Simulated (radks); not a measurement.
Q: Cu5+, 24 electrons, occupied as [Ar] 3d6. Method: scalar-relativistic Kohn-Sham, PBE, spin-polarised, spherical densities, finite nucleus; open shells are filled with parallel spins first; Fermi nuclear charge, rms radius 3.8823 fm; computed with a radial shooting solver on a logarithmic mesh with Libxc functionals. Some entries of the table are withheld. Estimate them.

orbital,occ.,eigenvalue (hartree),<r^2> (bohr^2),<1/r> (bohr^-1)
1s down,1,-328.8746,0.003657,29.15
1s up,1,-328.8744,0.003657,29.15
2s up,1,-42.78148,0.06536,6.322
2s down,1,-42.66944,0.06512,6.334
2p up,3,-37.41487,(1),(2)
2p down,3,-37.33078,(3),(4)
3s up,1,-7.77059,0.5476,2.059
3s down,1,-7.56029,0.5530,2.047
3p up,3,-6.17279,0.5926,1.928
3p down,3,-5.96570,0.6015,1.913
3d up,5,-3.58843,0.7039,1.666
3d down,1,-3.38208,0.7371,1.641

A: 
(1) 2p up <r^2> (bohr^2): 0.05239
(2) 2p up <1/r> (bohr^-1): 6.204
(3) 2p down <r^2> (bohr^2): 0.05214
(4) 2p down <1/r> (bohr^-1): 6.214
